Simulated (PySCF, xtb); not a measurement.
H₉Si₄, SMILES [SiH2][SiH2][SiH2][SiH3], multiplicity 2. The values are those of a single conformer.

Harmonic wavenumbers (cm⁻¹) from GFN2-xTB (xtb) at its own minimum, in rising order: 19, 44, 62, 98, 110, 288, 326, 366, 389, 394, 437, 455, 479, 529, 575, 599, 614, 685, 782, 812, 822, 826, 830, 845, 2095, 2101, 2119, 2123, 2200, 2201, 2220, 2222, 2226.

**Question.** What does PBE-D3(BJ)/def2-SVP run with PySCF give at its own minimum? (Estimate from the structure and the level; the computed values follow.)

**Answer.** 33, 60, 90, 109, 112, 283, 327, 365, 420, 433, 441, 452, 508, 548, 629, 646, 701, 713, 827, 867, 875, 878, 901, 904, 2125, 2138, 2140, 2146, 2148, 2150, 2159, 2164, 2169. Paired by order, the mean absolute difference is 35 cm⁻¹ and the zero-point energies are 44.2 and 45.0 kcal/mol.
